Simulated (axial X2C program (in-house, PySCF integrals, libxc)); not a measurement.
## Spin–orbit effects along a row: molecules with H, CCSD(T)

Calculated with an axial X2C code built on PySCF integrals, spin-free (one-electron X2C) or two-component (2c: spin–orbit coupling with atomic mean-field Coulomb and Gaunt terms, which also bring small scalar terms), in Dyall basis sets with cores contracted in-house; open shells are unrestricted.

Basis sets: Ag dyall-cv3z, Cd dyall-cv3z, H dyall-v3z, I dyall-cv3z, In dyall-cv3z, Mo dyall-cv3z, Pd dyall-cv3z, Rb dyall-cv3z, Sn dyall-cv3z, Sr dyall-cv3z, Te dyall-cv3z. Frozen shells (counts by l): RbH Rb 3s2p1d, H none, 10 electrons correlated; SrH Sr 3s2p1d, H none, 11 electrons correlated; MoH Mo 3s2p1d, H none, 15 electrons correlated; PdH Pd 4s3p1d, H none, 11 electrons correlated; AgH Ag 4s3p1d, H none, 12 electrons correlated; CdH Cd 4s3p1d, H none, 13 electrons correlated; InH In 4s3p1d, H none, 14 electrons correlated; SnH Sn 4s3p1d, H none, 15 electrons correlated; TeH Te 4s3p2d, H none, 7 electrons correlated; HI I 4s3p2d, H none, 8 electrons correlated. Coupled cluster in natural virtuals with an MP2 remainder. Where the outer core of a metal is frozen, bonds come out longer and ionisation energies lower. Frozen cores can differ along the series, which adds to the trend.

```csv
molecule,spin-free state,Re (Å),ωe (cm⁻¹),De (eV),2c state,Re 2c (Å),ωe 2c (cm⁻¹),De 2c (eV)
RbH,"M_S = 0, Λ = 0",2.371,941.4,1.72,Ω = 0,2.371,941.6,1.72
SrH,"M_S = 1/2, Λ = 0",2.157,1196.3,1.66,Ω = 1/2,2.157,1196.5,1.67
MoH,"M_S = 5/2, Λ = 0",1.720,1766.4,2.42,Ω = 5/2,1.720,1764.8,2.42
PdH,"M_S = 1/2, Λ = 0",1.522,2053.1,2.32,Ω = 1/2,1.524,2035.0,2.33
AgH,"M_S = 0, Λ = 0",1.624,1740.4,2.36,Ω = 0,1.624,1739.3,2.36
CdH,"M_S = 1/2, Λ = 0",1.762,1452.4,0.73,Ω = 1/2,1.763,1451.9,0.73
InH,"M_S = 0, Λ = 0",1.841,1465.2,2.72,Ω = 0,1.841,1461.6,2.56
SnH,"M_S = 1/2, Λ = 1",1.771,1713.2,2.66,Ω = 1/2,1.773,1704.8,n/a
TeH,"M_S = 1/2, Λ = 1",1.664,2128.0,2.88,Ω = 3/2,1.667,2109.6,2.81
HI,"M_S = 0, Λ = 0",1.612,2322.5,3.39,Ω = 0,1.615,2301.7,3.11
```

Each entry is the lowest single determinant of a limited PBE0 search at one distance. De goes to single-determinant-based atoms at the same level (for ions the charge split of lowest energy) and is withheld (n/a) where an atom does not fit its ground term or J level. Main or longest-lived isotopes. One determinant is a doubtful description, or other states lie close, for MoH, PdH, AgH; these need not be ground states, and all values refer to the states named. With several unpaired electrons the Ω given is that of one determinant, not necessarily of the lowest component.
